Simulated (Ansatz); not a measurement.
```xyz
2

Sc    0.0000    0.0000    0.0000
O     0.0000    0.0000    1.7014
```

Basis set: cc-pVTZ (spherical functions). Correlated methods keep 6 orbitals frozen. Correlation on ROHF uses semicanonical orbitals with singles. Charge 0, multiplicity 2.

Computed with Ansatz (development build ahead of 0.2.0); the reference of a correlated method needn't be the lowest determinant of its kind.

Give the atomization energy at this shape (free ground-state atoms in the same class of orbitals less the molecule, no zero-point energy) of doublet ScO by UHF-BCCD(T), ROHF-CCSD(T).

```tsv
method	atomization energy
UHF-BCCD(T)	156.66 kcal/mol
ROHF-CCSD(T)	155.93 kcal/mol
```

Caution: the reference determinant was not shown to be the lowest. Caution for UHF-BCCD(T): a free atom is spin contaminated.
